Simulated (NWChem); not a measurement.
System: CH3Si cation

```xyz
5

C      0.0000     0.0000     1.1264
Si     0.0000     0.0000    -0.5419
H      0.0000    -0.9436     1.6923
H      0.0000     0.9436     1.6923
H      0.0000     0.0000    -2.0206
```
Atoms are numbered in this order, from 1.

This is a stationary point of PBE0/def2-SVP (NWChem), point group C2v. 

Is it a minimum? If not, what does it relax to?

No. It has an imaginary frequency of 286i cm⁻¹. Following that mode (on a finer grid) lowers the energy by 1.9 kcal/mol and ends, with real frequencies alone, at point group Cs:
```xyz
5

C     -0.0830     0.0000     1.0446
Si     0.3392     0.0000    -0.6195
H      0.0168    -0.9243     1.6401
H      0.0168     0.9243     1.6401
H     -0.4626     0.0000    -1.8734
```
